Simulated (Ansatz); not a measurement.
Reaction (ligand exchange at the Si–N bond): `[AlH2][NH][SiH3]` + `C[O][Al]([OH])[F]` → `C[O][Al]([F])[O][SiH3]` + `[NH2][AlH2]`

Isolated molecules relaxed with PBE0-D4/def2-TZVP in Ansatz; ΔE leaves out vibrations. CCSD(T)/CBS is the MP2 limit (def2-TZVPP, def2-QZVPP) plus CCSD(T) − MP2 in def2-TZVPP, frozen cores. This one scheme is used for every species. Functionals use def2-TZVPP. B3LYP here is the variant with VWN-RPA as its local correlation; programs differ in this. One conformer a species, not always the lowest.

CCSD(T)/CBS gives -13.1 kcal/mol.

Q: Another level gave -12.8 kcal/mol. Which?
A. PBE/def2-TZVPP
B. B3LYP/def2-TZVPP
C. HF/def2-TZVPP
D. MP2/def2-TZVPP

A: D. MP2/def2-TZVPP -12.8, PBE -11.6, B3LYP -14.2, HF/def2-TZVPP -16.7 kcal/mol.

Largest T1 diagnostic among the species: 0.012.

From PBE to PBE0 (25 % exact exchange), in def2-TZVPP and without D4, ΔE moves by −0.7 kcal/mol. In def2-TZVPP, CCSD(T) changes the Hartree–Fock value by +3.7 kcal/mol (the triples alone add +0.6 kcal/mol) and MP2 by +3.9 kcal/mol.
